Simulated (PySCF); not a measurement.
The same gas-phase reaction for Ti, Zr, Hf:
- TiCl4.H2O + 3 O → TiCl2(OH)2 + 2 ClO
- ZrCl4.H2O + 3 O → ZrCl2(OH)2 + 2 ClO
- HfCl4.H2O + 3 O → HfCl2(OH)2 + 2 ClO

Method: PySCF energies plus ideal-gas RRHO corrections (1 bar). † marks an energy on the PBE0/def2-TZVP geometry and frequencies. Open shells (unrestricted): O (multiplicity 3), ClO (multiplicity 2); the rest are closed-shell singlets. Spin-orbit splitting is ignored; it lowers the true energy and changes the entropy of O, ClO. Hf, Zr: scalar-relativistic def2 core potential, no spin-orbit coupling. Adducts (TiCl4.H2O, ZrCl4.H2O, HfCl4.H2O) have no counterpoise correction, and HF, PBE, BLYP, B3LYP and PBE0 lack dispersion. TiCl4.H2O, TiCl2(OH)2, ZrCl4.H2O, ZrCl2(OH)2, HfCl4.H2O, HfCl2(OH)2: computed as isolated molecules; such fragments, hydroxides, amides, oligomers or adducts are transient or little studied in the gas.

ΔH°(298 K) in kJ, by level:

| level | Ti | Zr | Hf |
|---|---|---|---|
| ωB97M-V/def2-TZVP† | (withheld) | -511.3 | -506.7 |
| ωB97X-V/def2-TZVP† | (withheld) | -522.8 | -517.6 |
| PBE0/def2-QZVP† | (withheld) | -524.7 | -523.3 |
| PBE/def2-TZVP† | -691.4 | -656.9 | -655.3 |
| BLYP/def2-TZVP† | (withheld) | -632.4 | -633.1 |
| r2SCAN/def2-TZVP† | (withheld) | -538.2 | -537.4 |
| LDA/def2-TZVP† | (withheld) | -842.0 | -839.5 |

Q: Fill in the missing entries.

A: 
- ωB97M-V/def2-TZVP†, Ti: -553.8
- ωB97X-V/def2-TZVP†, Ti: -568.9
- PBE0/def2-QZVP†, Ti: -563.6
- BLYP/def2-TZVP†, Ti: -665.8
- r2SCAN/def2-TZVP†, Ti: -576.1
- LDA/def2-TZVP†, Ti: -873.2
